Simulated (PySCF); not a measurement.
Gas-phase reaction: 4 Br2 + 2 Si2N ⇌ 4 SiBr2 + N2

Energies from PySCF, thermal terms from the rigid-rotor harmonic-oscillator model, ideal gas at 1 bar. The comparison is the NASA 1993 polynomial table, which mixes measured and estimated data. After a fit of one offset per element over all species, the range-separated, M06-2X, PBE0/def2-QZVP and CCSD(T)/def2-TZVPP enthalpies, where run, lie to one side of the table for Si2N (-17 kJ/mol): a fault of the table's entry, another state or a shared error of the levels is possible; this was not checked at source. † marks an energy on the PBE0/def2-TZVP geometry and frequencies; other levels use their own. 6-31G* has spherical d functions here. Open shells (unrestricted): Si2N (multiplicity 2, electronic degeneracy 4); the rest are closed-shell singlets. Spin-orbit splitting is ignored; it lowers the true energy and changes the entropy of Si2N. B3LYP is the form with VWN-RPA correlation. Br: all electrons, no relativistic terms. The harmonic model lacks anharmonicity and excited electronic states, which grow with temperature; levels with a mode under 35 cm⁻¹ are left out. The table's entry may be an old estimate for Si2N, SiBr2 (not checked at source).

ΔH° and ΔS° at 298 K: table -1128 kJ, -82 J/K; B3LYP/6-31G* -1044 kJ, -78 J/K; B3LYP/def2-TZVP† -1047 kJ, -86 J/K; PBE/def2-SVP -1089 kJ, -85 J/K.

With the heat capacities included, give log10 K at 600, 1000, 1200, 1600, 1800 K for each.


```
T (K)  table  B3LYP/6-31G*  B3LYP/def2-TZVP†  PBE/def2-SVP
-----  -----  ------------  ----------------  ------------
600     93.9          86.8              86.6          90.4
1000    54.5          50.4              50.1          52.4
1200    44.6          41.3              41.0          42.9
1600    32.3          29.8              29.5          30.9
1800    28.2          26.0              25.7          27.0
```
Ten kJ in ΔG° is worth 0.87 decades in K at 600 K and 0.29 at 1800 K. Holding ΔH° and ΔS° at their 298 K values would give 28.4 (table), 26.2 (B3LYP/6-31G*), 25.9 (B3LYP/def2-TZVP†) at 1800 K.
